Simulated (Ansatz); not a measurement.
These are frozen-core CCSD(T)/cc-pVDZ // r2SCAN-D4/def2-SVP in Ansatz (an electronic-structure program) values and carry that method's errors. The restricted HF reference is unstable towards unrestricted orbitals.

Ansatz 0.2 input:
```yaml
crystal:
  periodic: [false, false, false]
  atoms:
    - { symbol: B, position_ang: [-1.547528, 2.116636, -0.453387] }
    - { symbol: C, position_ang: [-0.878023, 0.754836, -0.166692] }
    - { symbol: C, position_ang: [-1.629235, -0.432421, 0.060972] }
    - { symbol: C, position_ang: [-3.061017, -0.40829, 0.032804] }
    - { symbol: N, position_ang: [-4.226144, -0.446796, 0.021717] }
    - { symbol: C, position_ang: [-1.006785, -1.675608, 0.322236] }
    - { symbol: C, position_ang: [0.376898, -1.776289, 0.365106] }
    - { symbol: C, position_ang: [1.176363, -0.637289, 0.148046] }
    - { symbol: C, position_ang: [2.604595, -0.518027, 0.147126] }
    - { symbol: C, position_ang: [3.014139, 0.761213, -0.104531] }
    - { symbol: S, position_ang: [1.703378, 1.87202, -0.350419] }
    - { symbol: C, position_ang: [0.52772, 0.604903, -0.1135] }
    - { symbol: H, position_ang: [-0.855467, 3.088416, -0.63865] }
    - { symbol: H, position_ang: [-2.745811, 2.21456, -0.492484] }
    - { symbol: H, position_ang: [-1.629886, -2.556882, 0.490054] }
    - { symbol: H, position_ang: [0.850189, -2.741567, 0.567745] }
    - { symbol: H, position_ang: [3.287723, -1.350441, 0.326369] }
    - { symbol: H, position_ang: [4.038889, 1.131029, -0.16251] }
basis:
  gaussian: { orbitals: cc-pVDZ }
correlation:
  method: ccsd_t
```

Output:

```
Functional definition: HF
1912 factors; integrals over basis functions are off by at most 1.1e-3 eV
mean field evaluation 1: about -22333.3911 eV, gradient 4.3e1 eV
mean field evaluation 2: about -22333.9548 eV, gradient 4.2e1 eV
mean field evaluation 4: about -22339.8103 eV, gradient 9.1e0 eV
mean field evaluation 8: about -22340.0644 eV, gradient 6.1e-1 eV
mean field evaluation 16: about -22340.0671 eV, gradient 2.1e-6 eV
mean field evaluation 32: about -22330.5521 eV, gradient 1.5e0 eV
mean field -22340.06710547 eV, -820.9823234845 hartree, gradient 2.1e-6 eV, S^2 0.000000; 0 other end points of the search recorded, 0 dependent functions left out; unrestricted orbitals would lower it
16 core orbitals not correlated
reference -22340.06710547 eV, -820.9823234845 hartree; 28, 28 occupied and 158, 158 virtual orbitals, 1912 factors
second order -41.50673907 eV of doubles, -0.00000000 eV of singles
cycle   1  -41.09786012 eV  change    4.1e-1 eV  update   1.8e-1
cycle   2  -42.45711029 eV  change    -1.4e0 eV  update   5.9e-2
cycle   3  -42.77016139 eV  change   -3.1e-1 eV  update   2.7e-2
cycle   4  -42.77313135 eV  change   -3.0e-3 eV  update   8.5e-3
cycle   5  -42.77580146 eV  change   -2.7e-3 eV  update   4.3e-3
cycle   6  -42.77872855 eV  change   -2.9e-3 eV  update   1.6e-3
cycle   7  -42.77762480 eV  change    1.1e-3 eV  update   7.1e-4
cycle   8  -42.77740890 eV  change    2.2e-4 eV  update   4.0e-4
cycle   9  -42.77743042 eV  change   -2.2e-5 eV  update   1.5e-4
cycle  10  -42.77738097 eV  change    4.9e-5 eV  update   6.9e-5
cycle  11  -42.77730049 eV  change    8.0e-5 eV  update   2.4e-5
cycle  12  -42.77733537 eV  change   -3.5e-5 eV  update   1.4e-5
perturbative correction -2.08868316 eV, -0.0767576902 hartree
Total energy: -22384.93312400 eV, -822.6311192542 hartree
```

Cost: very roughly 18 core-minutes.
